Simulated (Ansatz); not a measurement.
Consider the redistribution: `[GeH3][SeH]` + `B[NH][GaH][F]` → `[F][GaH][SeH]` + `B[NH][GeH3]`.

Gas-phase electronic energies from Ansatz, PBE0-D4/def2-TZVP geometries. CCSD(T)/CBS is the MP2 limit (def2-TZVPP, def2-QZVPP) plus CCSD(T) − MP2 in def2-TZVPP, frozen cores. DFT in def2-TZVPP. B3LYP here is the variant with VWN-RPA as its local correlation; programs differ in this. HSE06 is defined as in plane-wave codes. For Ga, Ge, Se outer-core shells are correlated without core-valence functions, which leaves a few kJ/mol of doubt a bond. Scalar relativity is left out up to krypton. One conformer a species, not always the lowest.

```
          level  ΔE (kJ/mol)  difference from CCSD(T)/CBS
    LDA (SPW92)        -13.1                         -2.9
      revPBE-D4        -11.7                         -1.5
       B3LYP-D4        -11.3                         -1.1
     r2SCANh-D4        -11.4                         -1.2
       HSE06-D4        -11.0                         -0.8
        ωB97M-V        -10.8                         -0.6
            PBE        -11.8                         -1.6
         r2SCAN        -11.7                         -1.5
          B3LYP        -11.3                         -1.1
        r2SCAN0        -10.9                         -0.7
          HSE06        -11.0                         -0.8
  CCSD/def2-SVP        -10.7                         -0.5
 MP2/def2-TZVPP         -9.4                          0.8
CCSD/def2-TZVPP        -10.4                         -0.2
 MP2/def2-QZVPP         -8.8                          1.4
 CCSD/CBS(def2)         -9.7                          0.5
    CCSD(T)/CBS        -10.2                            0
```

Largest T1 diagnostic among the species: 0.014.

Leaving LDA and LC-ωPBE aside and taking each functional with its dispersion term where it has one, the values, not all of them listed here, spread over 4.0 kJ/mol, from B97M-V to ωB97X-V.
